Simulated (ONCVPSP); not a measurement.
# Ag (Z = 47), ONCV: configuration errors across variants

| Property | Result |
| --- | --- |
| Element | silver |
| Generator | ONCVPSP 4.0.1 |
| Type | optimised norm-conserving Vanderbilt (ONCV) |
| Functional | PBE |
| Relativity | scalar-relativistic |
| Frozen core | [Ar] 3d10 |
| Valence charge | 19 |
| Reference configuration | 4s2 4p6 4d10 5s1 |
| Partial waves | 4s+5s: rc 1.55 bohr, ncon 4, nbas 7, qcut 6.4 1/bohr, 3 projectors, debl 1.1 Ha; 4p: rc 1.00 bohr, ncon 4, nbas 8, qcut 7 1/bohr, 2 projectors, debl 3.9 Ha; 4d: rc 1.30 bohr, ncon 5, nbas 9, qcut 6.9 1/bohr, 2 projectors, debl 2.8 Ha |
| Local potential | polynomial inside 0.80 bohr (lpopt 5, dvloc0 0 Ha) |
| Core correction | Teter function, fcfact 2.5, rcfact 1.75 |

All-electron excitation energies from the reference (eV): (1) 4s2 4p6 4d10 5s0 7.757; (2) 4s2 4p6 4d9 5s0 29.871; (3) 4s2 4p6 4d8 5s0 66.064; (4) 4s2 4p6 4d10 5s0 5p1 3.866.

1 further variants failed, have other tests or too few solved ones, and are left out.

A true bound ghost makes a file unfit for plane-wave use even where its test errors are small: the radial tests pick states by their node count and pass the ghost by.

Errors AE − PS in meV (a dash: test not solved or not reliable):

| change | (1) | (2) | (3) | (4) | bound ghosts | GHOST(+) flags above zero |
| --- | --- | --- | --- | --- | --- | --- |
| base | -2.6 | -4.1 | -8.2 | -1.5 | none | s |
| s: qcut 4.9 | -2.9 | -4.2 | -8.2 | -1.8 | s | s |
| local potential polynomial inside 0.90 bohr (lpopt 2, dvloc0 0 Ha) | -2.6 | -3.6 | -7.1 | -1.5 | none | s |

Problem. Give the same row for: s: rc 1.24.

Solution. -1.9, -3.6, -8.1, -0.9; bound ghosts: s; GHOST(+) flags above zero: s.
